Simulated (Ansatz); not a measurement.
Cost and result up the ladder for Be5 (5 atoms). Charge 0, multiplicity 1. Geometry: PBE/def2-TZVP.

```xyz
5

Be   -1.483   -0.464    0.970
Be   -0.103   -1.829    0.037
Be    0.980    1.417   -0.622
Be    1.420   -0.667   -0.948
Be   -0.814    1.542    0.563
```

Ansatz on 4 threads of Arm Neoverse V2 on a shared host. Times are rough, and most runs start from the orbitals of an earlier one. No level here is sound enough to serve as a yardstick. Binding counts from free atoms at the same level (Be singlet; other spins of the atoms weren't run), without zero-point energy or a counterpoise term.

HSE06 is defined as in plane-wave codes, on full-range PBE exchange. Correlated methods freeze no core orbitals. Another isomer (singlet) lies 1.86 eV lower at PBE0/def2-TZVP; other spin states weren't run for this one.

Correlated methods converge slowly with the basis.

```json
{"level": "PBE/def2-TZVP (with forces)", "functions": "95", "binding energy per atom (eV)": "0.98", "remarks": "restricted SCF unstable in HF"}
{"level": "LDA (SPW92)/def2-TZVP", "functions": "95", "binding energy per atom (eV)": "1.15", "remarks": "restricted SCF unstable in HF"}
{"level": "r2SCAN/def2-TZVP", "functions": "95", "binding energy per atom (eV)": "0.96", "remarks": "restricted SCF unstable in HF"}
{"level": "CCSD(T)/def2-TZVPP", "functions": "95", "binding energy per atom (eV)": "0.49", "remarks": "large T1 (0.025), restricted SCF unstable"}
{"level": "PBE0/def2-TZVP", "functions": "95", "binding energy per atom (eV)": "0.93", "remarks": "restricted SCF unstable in HF"}
{"level": "HSE06/def2-TZVP", "functions": "95", "binding energy per atom (eV)": "0.94", "remarks": "restricted SCF unstable in HF"}
```

Question: Estimate how long each takes.

Answer: LDA (SPW92)/def2-TZVP 0.6 s; PBE0/def2-TZVP 0.91 s; PBE/def2-TZVP (with forces) 0.91 s; HSE06/def2-TZVP 1.3 s; r2SCAN/def2-TZVP 1.4 s; CCSD(T)/def2-TZVPP 3.7 s. On shared hardware such times vary by a factor of up to 3.
